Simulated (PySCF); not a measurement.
Stepwise substitution at one centre (Ga F-Br). Gas-phase values, no solvent. Strings in code marks are SMILES.

The T1 excitation (TDA) from two functionals at the same geometries (PBE0-D4/def2-TZVP), both in PySCF: PBE-D3(BJ)/def2-TZVP and PBE0-D4/def2-TZVP. Excitations are Tamm–Dancoff values on a coarser integration grid. The basis has no diffuse functions, so Rydberg states are missing or too high.

```
species                                        PBE-D3(BJ)/def2-TZVP (eV)  PBE0-D4/def2-TZVP (eV)
---------------------------------------------  -------------------------  ----------------------
0 of 3 F replaced by Br                                             6.11                    7.17
1 of 3 F replaced by Br (`[F][Ga]([F])[Br]`)                        4.72                    5.34
2 of 3 F replaced by Br (`[Br][Ga]([F])[Br]`)                       4.44                    5.07
3 of 3 F replaced by Br                                             4.17                    4.83
```

Over these rows, drawn at random from the members with no instability flagged (it was tested for open shells, ions and some series alone), PBE minus PBE0-D4: mean -0.74 eV, from -1.06 eV to -0.62 eV.
